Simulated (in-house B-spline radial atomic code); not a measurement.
Computed with a B-spline radial atomic code. Model: two electrons, singlet ground state, non-relativistic, full CI in B-splines with partial waves to l = 8 (at full coupling up to 3e-4 hartree above the limit, correlation up to 0.6 % small), density held at that of full coupling by Lieb maximisation.

Along the adiabatic connection the electron repulsion is scaled by a coupling λ while a local potential keeps the density fixed. At λ = 0 the system is the Kohn-Sham one and W equals the exchange energy; the exchange-correlation energy is the area under W between 0 and 1. The kinetic energy rises with λ as the electrons avoid each other, with dT/dλ = −λ dW/dλ.

Command:
```bash
python run_ac.py task.json out
```
Settings (lengths in bohr, energies in hartree):
```
potential              harmonic
strength               1.06
lmax                   8
```

Time taken, with all properties: 8.5 s on 1 thread of Intel(R) Xeon(R) Processor @ 2.30GHz (shared host).

**W = mean repulsion less Hartree energy, and W of three functionals.**

Given: confinement harmonic well; well frequency 1.06 hartree; external potential omega^2 r^2/2.

Computed: LDA exchange minus exact 111.21 millihartree; SCAN exchange minus exact 1.9925 millihartree.

| coupling | W xc (hartree) | W xc minus exchange (millihartree) | kinetic minus Kohn-Sham (millihartree) | LDA (PW92) W minus its exchange (millihartree) | PBE W minus its exchange (millihartree) | SCAN W minus its exchange (millihartree) |
| --- | --- | --- | --- | --- | --- | --- |
| 0 | -0.77015 | 0 | 0 | 0 | 0 | 0 |
| 0.02 | -0.77215 | -1.997 | 0.02 | -11.36 | -3.29 | -1.89 |
| 0.05 | ? | ? | ? | ? | ? | ? |
| 0.12 | ? | ? | ? | ? | ? | ? |
| 0.25 | -0.79344 | -23.292 | 2.84 | -71.46 | -34.3 | -21.53 |
| 0.4 | -0.80582 | -35.674 | 6.85 | -96.25 | -50.55 | -32.85 |
| 0.6 | -0.82073 | -50.583 | 14.27 | -122.58 | -69.26 | -46.55 |
| 0.8 | -0.83405 | -63.896 | 23.57 | -144.15 | -85.47 | -58.92 |
| 1 | -0.84598 | -75.832 | 34.29 | -162.47 | -99.78 | -70.16 |
| 1.4 | -0.86644 | -96.29 | 58.7 | -192.52 | -124.13 | -89.89 |
| 2 | -0.89063 | -120.48 | 99.49 | -226.93 | -153.13 | -114.15 |
| 3 | -0.91956 | -149.41 | 170.88 | -267.96 | -188.95 | -144.72 |
| 4.5 | -0.94787 | -177.72 | 275.4 | -309.33 | -226.1 | -176.32 |
| 7 | -0.97601 | -205.87 | 433.94 | -352.92 | -266.07 | -208.75 |
| 10 | -0.99601 | -225.86 | 601.51 | -385.94 | -296.78 | -231.41 |

(1) What belongs in the row 0.05?

(2) What belongs in the row 0.12?

(3) What is the PBE exchange minus exact?

**Energy parts, natural occupations and partial-wave weights.**

Computed: exchange energy -0.77015 hartree; correlation energy -0.041542 hartree; kinetic part of the DFT correlation energy 0.034289 hartree; initial slope twice GL2 -0.10048 hartree; Hartree energy 1.5403 hartree; Kohn-Sham kinetic 1.4117 hartree; Lieb Oxford ratio E_xc over LDA exchange 1.2318.

```tsv
natural	occupation of the shell (electrons)
s	1.9733
p	?
s	0.0013218
d	0.00077651
p	0.00016541
f	9.4273e-05
```

(4) What belongs in the row p?

```
wave      weight
   s     0.98732
   p    0.012209
   d           ?
   f   5.189e-05
   g  1.1506e-05
```

(5) What belongs in the row d?

(6) What is the total energy?

(7) What is the kinetic part over minus potential part?

Results:

(1) W xc (hartree): -0.7751; W xc minus exchange (millihartree): -4.947; kinetic minus Kohn-Sham (millihartree): 0.12; LDA (PW92) W minus its exchange (millihartree): -23.01; PBE W minus its exchange (millihartree): -7.97; SCAN W minus its exchange (millihartree): -4.66.

(2) W xc (hartree): -0.78177; W xc minus exchange (millihartree): -11.623; kinetic minus Kohn-Sham (millihartree): 0.69; LDA (PW92) W minus its exchange (millihartree): -43.46; PBE W minus its exchange (millihartree): -17.99; SCAN W minus its exchange (millihartree): -10.84.

(3) 32.923 millihartree.

(4) occupation of the shell (electrons): 0.024243.

(5) weight: 0.00040542.

(6) 3.9335 hartree.

(7) 0.45218.

Half-way to full coupling W has made 57 % of its drop, against 50 % for a straight line, and second-order (GL2) theory, half the initial slope, overshoots the correlation energy by about 21 %: a moderate bend, as in light atoms. Over couplings 0 to 1 the errors in E_xc come to about +50 millihartree for LDA, +18 millihartree for PBE, +5.2 millihartree for SCAN, so SCAN is nearest. In LDA and PBE the errors of exchange and correlation have opposite signs, so the sum is smaller than the larger of the two.
